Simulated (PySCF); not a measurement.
Computed IR spectrum (relative IR intensity) of a molecule C4H7FO. The structure is a stationary point at PBE0-D3(BJ)/def2-SVP. The values are those of a single conformer. Calculation: PBE0-D3(BJ)/def2-SVP (PySCF 2.14.0). Frequencies are harmonic and unscaled.

ν (cm⁻¹): 77 (w), 174 (w), 261 (vs), 337 (vs), 364 (vw), 427 (w), 530 (m), 811 (m), 870 (w), 898 (w), 981 (m), 1009 (s), 1040 (w), 1092 (s), 1106 (w), 1113 (m), 1153 (s), 1211 (m), 1240 (s), 1249 (w), 1336 (m), 1374 (w), 1405 (w), 1432 (s), 1484 (vw), 1520 (vs), 3009 (vs), 3101 (m), 3156 (vw), 3163 (w), 3175 (m), 3883 (s) (against the strongest line: vs over 80 %, s over 45 %, m over 15 %, w over 4 %, vw less)

Question: Identify the compound among the candidates.
(A) C[C@@H](F)CC=O
(B) OC[C@H]1C[C@@H]1F
(C) C[C@@H]1OC[C@@H]1F
(D) C[C@]1(F)C[C@H]1O

Answer: B, OC[C@H]1C[C@@H]1F
